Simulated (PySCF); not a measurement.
**Electronic structure of Ti⁺ (titanium, charge +1) at the PBE level**

Configuration: [Ar] 3d2 4s1, high-spin 4F determinant. Computed with PySCF 2.14 in def2-SVP (5s3p2d1f, 31 functions), with no relativity, point nucleus.

```
Total energy                                     : -848.746 hartree
One-electron energy                              : -1156.439 hartree
Hartree (Coulomb) energy                         : 349.278 hartree
Exchange-correlation energy                      : -41.585 hartree
Kinetic energy                                   : 847.57816 hartree
⟨S²⟩                                             : 3.7502
⟨L²⟩                                             : 12.002
Sum of ⟨r⟩                                       : 17.36 bohr
Sum of ⟨r²⟩                                      : 29.48 bohr²
Density at the nucleus (Gaussians lack the cusp) : 6700 bohr⁻³
Spin density at the nucleus                      : 3.22 bohr⁻³
Langevin diamagnetic susceptibility              : -23.3 ×10⁻⁶ cm³/mol
Time after the integrals                         : 0.41 s of wall time on 1 thread of Neoverse-V1 (shared host)
```

```csv
shell,electrons,mean orbital energy (hartree),"rms radius, mean of both spins (bohr)"
1s α,1,-178.02606,0.0813
1s β,1,-178.02482,0.0813
2s α,1,-19.80247,0.355
2s β,1,-19.78214,0.355
2p α,3,-16.59332,0.322
2p β,3,-16.57726,0.322
3s α,1,-2.57498,1.09
3s β,1,-2.50818,1.09
3p α,3,-1.72935,1.18
3p β,3,-1.66211,1.18
3d α,2,-0.47433,1.65
4s α,1,-0.39538,3.52
```
